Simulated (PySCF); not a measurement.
Several orderings of computed values.

Each SMILES stands for a single optimised conformer of the isolated species (atoms past krypton carry core potentials, spin–orbit coupling is left out). Electronic properties by PySCF.

Dipoles, sizes and rotational constants follow the conformer. The torsions of the flexible species, by atom-mapped SMILES:
- `[CH3:1][O:2][B:3]([NH2:4])[Cl:5]`: C1–O2–B3–N4 0°, H–N4–B3–O2 180°, H–N4–B3–O2 0°
- `[BH2:1][BH:2][AsH2:3]`: H–As3–B2–B1 35°, H–As3–B2–B1 132°
- `[SiH3:1][S:2][C:3]1=[CH:4][CH:5]=[CH:6][CH:7]=[CH:8][BH:9]1`: Si1–S2–C3–C4 180°
- `[BH2:1][CH2:2][BH:3][CH2:4][CH2:5][CH3:6]`: B1–C2–B3–C4 93°, C2–B3–C4–C5 6°, B3–C4–C5–C6 -177°
- `[O:1]=[S:2](=[O:3])([OH:4])[C@@H:5]1[CH:6]=[CH:7][CH2:8]1`: O1–S2–C5–C6 -80°, H–O4–S2–O1 -4°

The conformers of `[PH2][GeH]1[CH2]C=C[CH2]1` aren't listed.

Question: Rank by electronic spatial extent ⟨r²⟩ about the centre of nuclear charge, lowest first (CAM-B3LYP/def2-SVPD at PBE0-D3(BJ)/def2-SVP geometries).
A. `COB(N)Cl`
B. `BCBCCC`
C. `C1[C@@H](S(=O)(=O)O)CC=1`
D. `BB[AsH2]`
E. `[SiH3]SC1=CC=CC=CB1`

Answer: D (389 bohr²), A (616 bohr²), B (885 bohr²), C (982 bohr²), E (2030 bohr²).

Question: Rank by lowest singlet excitation, highest first (TDDFT CAM-B3LYP/def2-SVPD at PBE0-D3(BJ)/def2-SVP geometries).
A. `[SiH3]SC1=CC=CC=CB1`
B. `[PH2][GeH]1[CH2]C=C[CH2]1`
C. `BCBCCC`
D. `COB(N)Cl`
E. `BB[AsH2]`
F. `O=S(=O)(O)[C@@H]1C=CC1`

Answer: D (7.12 eV), F (6.97 eV), B (6.44 eV), C (5.40 eV), E (4.44 eV), A (3.87 eV).

Q: Give the two extremes of that set as wavelengths.

A: `[SiH3]SC1=CC=CC=CB1`: 321 nm; `COB(N)Cl`: 174 nm.

Question: Rank by lowest triplet excitation (Tamm–Dancoff), lowest first (TDA CAM-B3LYP/def2-SVPD at PBE0-D3(BJ)/def2-SVP geometries).
A. `C[S][Ta](=[S])([S]C)[S]C`
B. `[SiH3]SC1=CC=CC=CB1`
C. `[PH2][GeH]1[CH2]C=C[CH2]1`
D. `BCBCCC`
E. `COB(N)Cl`
F. `BB[AsH2]`

Answer: B (2.42 eV), A (3.39 eV), F (3.58 eV), C (4.29 eV), D (4.82 eV), E (6.85 eV).

Question: Rank by static isotropic polarisability, lowest first (CAM-B3LYP/def2-SVPD at PBE0-D3(BJ)/def2-SVP geometries).
A. `C[S][Ta](=[S])([S]C)[S]C`
B. `[PH2][GeH]1[CH2]C=C[CH2]1`
C. `O=S(=O)(O)[C@@H]1C=CC1`
D. `[SiH3]SC1=CC=CC=CB1`
E. `COB(N)Cl`

Answer: E (53.2 au), C (73.8 au), B (102.8 au), D (145.6 au), A (171.9 au).

Q: By how much do the two ends of that ranking differ?

A: By 118.7 au, between `C[S][Ta](=[S])([S]C)[S]C` and `COB(N)Cl`.

Question: Rank by vertical ionisation energy, lowest first (ΔSCF CAM-B3LYP/def2-SVPD at PBE0-D3(BJ)/def2-SVP geometries).
A. `BB[AsH2]`
B. `[SiH3]SC1=CC=CC=CB1`
C. `COB(N)Cl`
D. `BCBCCC`
E. `[PH2][GeH]1[CH2]C=C[CH2]1`

Answer: B (8.07 eV), E (9.04 eV), A (9.57 eV), C (10.59 eV), D (10.70 eV).

Question: Rank by dipole moment, lowest first (CAM-B3LYP/def2-SVPD at PBE0-D3(BJ)/def2-SVP geometries).
A. `BCBCCC`
B. `O(B(Cl)N)C`
C. `O=S(=O)(O)[C@@H]1C=CC1`
D. `C1C=CC=C(S[SiH3])BC=1`
E. `BB[AsH2]`

Answer: E (0.39 D), A (0.85 D), D (2.17 D), B (3.83 D), C (4.11 D).

Q: Give the two extremes of that set in atomic units.

A: `BB[AsH2]`: 0.15 au; `O=S(=O)(O)[C@@H]1C=CC1`: 1.62 au.
